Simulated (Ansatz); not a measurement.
A run for Ansatz (a first-principles code): U-CCSD(T)/def2-SVP on GaH5Si (SMILES [SiH3][GaH2]), a point of a bond scan (R = 1.488 Å). The run froze 19 orbitals, filled d shells among them.

Ansatz 0.2 input:
```yaml
crystal:
  periodic: [false, false, false]
  atoms:
    - {symbol: Ga, position_ang: [0.02140487, -0.38021066, -0.73000771]}
    - {symbol: H, position_ang: [-1.28898464, -0.51608025, -1.59458557]}
    - {symbol: H, position_ang: [1.35851094, -0.96271666, -1.32506357]}
    - {symbol: Si, position_ang: [-0.03927517, 0.73299862, 1.42129057]}
    - {symbol: H, position_ang: [-0.04850594, 2.20437356, 1.20142092]}
    - {symbol: H, position_ang: [1.13421429, 0.41105666, 2.27100573]}
    - {symbol: H, position_ang: [-1.26893307, 0.38791648, 2.17939368]}
basis:
  gaussian:
    orbitals: def2-SVP
correlation: {method: ccsd_t, electrons: outside_noble_gas}
scf: {omitted_lower_state_checks: [cluster_reference]}
magnetization: {spin_polarized: true, initial_magnetization: 0}
```

Program output:

```
WARN ansatz: RAYON_NUM_THREADS=1 ignored (pool sized by the plan → 1); use --threads N
Functional definition: HF
these checks for a lower state are left out or cut short: cluster_reference
integrals: 0.09 GiB planned
748 factors; integrals over basis functions are off by at most 1.2e-3 eV
mean field: 0.26 GiB planned
mean field evaluation 1: about -60264.8648 eV, gradient 9.0e0 eV
mean field evaluation 2: about -60264.8654 eV, gradient 9.0e0 eV
mean field evaluation 4: about -60265.7343 eV, gradient 1.9e0 eV
mean field evaluation 8: about -60265.7494 eV, gradient 3.6e-4 eV
mean field -60265.74942696 eV, -2214.7254418486 hartree, gradient 1.1e-6 eV, S^2 0.000000; 0 other end points of the search recorded, 0 dependent functions left out
19 core orbitals not correlated
reference -60265.74942696 eV, -2214.7254418486 hartree; 6, 6 occupied and 50, 50 virtual orbitals, 748 factors
second order -4.69244851 eV of doubles, -0.00000000 eV of singles
coupled cluster: 0.21 GiB planned
cycle   1  -5.56103355 eV  change   -8.7e-1 eV  update   7.0e-2
cycle   2  -5.87122107 eV  change   -3.1e-1 eV  update   2.4e-2
cycle   3  -5.88177061 eV  change   -1.1e-2 eV  update   5.7e-3
cycle   4  -5.88061578 eV  change    1.2e-3 eV  update   1.8e-3
cycle   5  -5.87999116 eV  change    6.2e-4 eV  update   6.0e-4
cycle   6  -5.87982363 eV  change    1.7e-4 eV  update   1.7e-4
cycle   7  -5.87982129 eV  change    2.3e-6 eV  update   5.6e-5
cycle   8  -5.87984154 eV  change   -2.0e-5 eV  update   1.7e-5
cycle   9  -5.87984007 eV  change    1.5e-6 eV  update   5.4e-6
perturbative correction -0.12483629 eV, -0.0045876492 hartree
Total energy: -60271.75410332 eV, -2214.9461096349 hartree
Checks for a lower state left out: cluster_reference
```

The run converged.

Cost: roughly 5 core-seconds.
